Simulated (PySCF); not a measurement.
Cr²⁺: excitation energy

Cr²⁺ [Ar] 3d4 (5D) → Cr²⁺ [Ar] 3d3 4p1 (high-spin determinant), as a difference of total energies. All numbers are calculated (PySCF 2.14, the non-relativistic Hamiltonian (point nucleus), in def2-TZVPPD). Correlated levels: valence: [Ar] frozen; valence and next inner shell: [Ne] frozen. The calculations carry no spin-orbit coupling.

```tsv
method	excitation energy (cm⁻¹)
UHF	90913
LDA	97515
PBE	94717
PBE0	95391
r2SCAN	93955
wB97X-V	96198
wB97M-V	95584
TPSS	93867
wB97X	97196
MP2 (valence)	94423
SCS-MP2 (valence)	92083
MP2 (valence and next inner shell)	97611
SCS-MP2 (valence and next inner shell)	95174
```

A first-order spin-orbit estimate (lowest level to lowest level, LS coupling) adds -0.050 eV.

The determinant of the upper state mixes LS terms, which raises its energy above the lowest term, most at the Hartree-Fock and MP2 levels.
